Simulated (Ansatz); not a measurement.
Consider the redistribution: `O[SiH](F)NBS` + `OB(O)[SiH2]F` → `OB(O)BS` + `O[SiH](F)N[SiH2]F`.

Computed with Ansatz on PBE0-D4/def2-TZVP structures; ΔE is electronic, products minus reactants. CBS: MP2 limit from def2 TZ/QZ plus the TZ coupled-cluster correction, frozen cores. DFT in def2-TZVPP. B3LYP here is the variant with VWN-RPA as its local correlation; programs differ in this. HSE06 is defined as in plane-wave codes. One conformer a species, not always the lowest.

`O[SiH](F)NBS`:

Cartesian coordinates in Å:
```
O 2.118 0.047 -0.813
Si 0.645 0.499 -1.321
F 0.625 2.011 -1.828
N -0.521 0.471 -0.050
B -0.713 -0.587 0.860
S -2.011 -0.492 2.113
H 2.444 0.386 0.023
H 0.331 -0.367 -2.465
H -1.141 1.269 0.001
H -0.009 -1.551 0.804
H -1.770 -1.685 2.675
```

`OB(O)[SiH2]F`:

Z-matrix (Å, degrees):
```
Si
F 1 1.605
B 1 2.036 2 111.2
H 1 1.488 2 107.7 3 -123.0
H 1 1.492 2 107.4 3 121.4
O 3 1.354 1 118.4 2 -40.2
O 3 1.366 1 123.3 2 141.2
H 6 0.964 3 112.7 1 -179.7
H 7 0.959 3 114.7 1 -4.0
```

`OB(O)BS`:

Cartesian coordinates in Å:
```
O -0.043 -1.144 1.521
B -0.021 -0.144 0.587
O -0.061 1.138 1.050
B 0.054 -0.408 -1.100
S 0.073 0.938 -2.236
H -0.012 -2.019 1.130
H -0.102 1.181 2.011
H 0.096 -1.486 -1.624
H 0.017 1.943 -1.340
```

`O[SiH](F)N[SiH2]F`:

Z-matrix (Å, degrees):
```
Si
F 1 1.587
N 1 1.712 2 111.0
O 1 1.630 2 103.3 3 120.8
H 1 1.475 2 108.4 3 -117.9
Si 3 1.712 1 128.5 2 -114.9
H 3 1.013 1 115.8 2 66.3
H 4 0.958 1 117.8 2 -171.9
F 6 1.601 3 111.4 1 -94.4
H 6 1.477 3 108.9 1 23.3
H 6 1.479 3 109.7 1 148.3
```

| level | ΔE (kJ/mol) | difference from CCSD(T)/CBS |
| --- | --- | --- |
| B3LYP-D4 | 21.4 | 8.7 |
| HSE06-D4 | 22.9 | 10.2 |
| BHLYP-D4 | 17.4 | 4.7 |
| B2PLYP | 18.1 | 5.4 |
| PBE | 26.3 | 13.6 |
| BLYP | 25.2 | 12.5 |
| r2SCAN | 18.9 | 6.2 |
| PBE0 | 23.3 | 10.6 |
| B3LYP | 22.4 | 9.7 |
| HSE06 | 23.4 | 10.7 |
| BHLYP | 18.5 | 5.8 |
| MP2/def2-SVP | 29.3 | 16.6 |
| MP2/def2-TZVPP | 13.7 | 1.0 |
| SCS-MP2/def2-QZVPP | 13.2 | 0.5 |
| HF/CBS(def2) | 16.3 | 3.6 |
| CCSD/CBS(def2) | 12.9 | 0.2 |
| CCSD(T)/CBS | 12.7 | 0 |

Largest T1 diagnostic among the species: 0.015.

At CCSD(T), def2-SVP lies +16.8 kJ/mol from the extrapolated value and def2-TZVPP +1.9 kJ/mol. From BLYP to BHLYP (50 % exact exchange), in def2-TZVPP and without D4, ΔE moves by −6.7 kJ/mol. Leaving LDA and LC-ωPBE aside and taking each functional with its dispersion term where it has one, the values, not all of them listed here, spread over 10.2 kJ/mol, from ωB97M-V to revPBE-D4.
